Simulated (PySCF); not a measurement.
C12H10S, SMILES c1ccc(Sc2ccccc2)cc1, singlet, GFN2-xTB optimised geometry. Atoms within 1.6 Å of the plane z = 0.6 Å (x, y, z in Å): C1 (-2.58, -1.93, 0.00), C2 (-3.27, -0.73, 0.00), C3 (-2.58, 0.47, -0.01), C4 (-1.19, 0.46, -0.02), S5 (-0.34, 2.02, 0.02), C6 (1.08, 1.71, -0.99), C11 (2.29, 2.28, -0.62), C12 (-0.50, -0.74, 0.00), C13 (-1.20, -1.93, 0.00), H14 (-3.12, -2.87, 0.00), H15 (-4.35, -0.72, 0.01), H16 (-3.11, 1.41, -0.02), H21 (2.35, 2.87, 0.28), H22 (0.58, -0.74, 0.01), H23 (-0.65, -2.86, 0.01).

Calculation: CAM-B3LYP/def2-SVP in PySCF 2.14.0.

Map of the Laplacian of the electron density (e/bohr⁵) on the plane z = 0.6 Å:

```
|#############################|
|#############################|
|#############################|
|#############################|
|#############################|
|#############################|
|#############################|
|###################%#########|
|############%#####%+%########|
|############*: ###%%%########|
|###########%#@ ##############|
|#######%%%%%%**%#############|
|#######%%%%%%%%##############|
|######%%%###%%%##############|
|######%%#%%%#%%##############|
|#####%%#%@%@%%%%#############|
|#####%%#%@%@%#%%#############|
|#####%%%#@%%#%%##############|
|######%%####%%%##############|
|#######%%%%%%%###############|
|#######%%%%%%%###############|
|#############################|
|#############################|
|#############################|
|#############################|
|#############################|
|#############################|
|#############################|
|#############################|
```
Scale: ten equal steps from -0.539 (start of ' ') to 0.228 (end of '@'), in the order ' .:-=+*#%@'; x runs from -6.50 to 6.50, y from -6.50 (bottom) to 6.50 (top).
